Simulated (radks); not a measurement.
Results of a calculation; reference values are marked as such.
Zn I, configuration [Ar] 3d9 4s1.5 4p1.5 (fractional occupations, a model configuration). Level of theory: scalar-relativistic Kohn-Sham, PBEsol, spin-polarised, spherical densities, finite nucleus; open shells are filled with parallel spins first; Fermi nuclear charge, rms radius 3.9283 fm (a radial shooting solver on a logarithmic mesh with Libxc functionals).

Normalised radial functions P(r) = r R(r), r in bohr:

| r | 3p down | 3d up | 4s down |
|---|---|---|---|
| 0.006883 | 0.0141 | 0.0001 | 0.0614 |
| 0.01052 | 0.0304 | 0.0004 | 0.0824 |
| 0.01607 | 0.0641 | 0.0012 | 0.1030 |
| 0.02456 | 0.1300 | 0.0038 | 0.1133 |
| 0.03753 | 0.2470 | 0.0119 | 0.0959 |
| 0.05734 | 0.4236 | 0.0351 | 0.0299 |
| 0.08763 | 0.6155 | 0.0956 | -0.0849 |
| 0.1339 | 0.6651 | 0.2321 | -0.1864 |
| 0.2046 | 0.3257 | 0.4809 | -0.1432 |
| 0.3126 | -0.4529 | 0.8094 | 0.1019 |
| 0.4777 | -1.1737 | 1.0508 | 0.3154 |
| 0.73 | -1.1832 | 1.0079 | 0.1423 |
| 1.116 | -0.6272 | 0.7092 | -0.3472 |
| 1.705 | -0.1667 | 0.3628 | -0.6881 |
| 2.605 | -0.0181 | 0.1261 | -0.6090 |
| 4.012 | -0.0005 | 0.0237 | -0.2886 |
| 6.131 | 0.0000 | 0.0018 | -0.0673 |
| 9.368 | 0.0000 | 0.0000 | -0.0059 |

3p down: eigenvalue -92.036 eV, 1 radial node at r = 0.249 bohr, <r> = 0.708 bohr, 90 % of the charge inside 1.09 bohr. 3d up: eigenvalue -19.457 eV, 0 radial nodes, <r> = 0.845 bohr, 90 % of the charge inside 1.46 bohr. 4s down: eigenvalue -7.975 eV, 3 radial nodes at r = 0.0650, 0.269, 0.837 bohr, <r> = 2.39 bohr, 90 % of the charge inside 3.65 bohr.
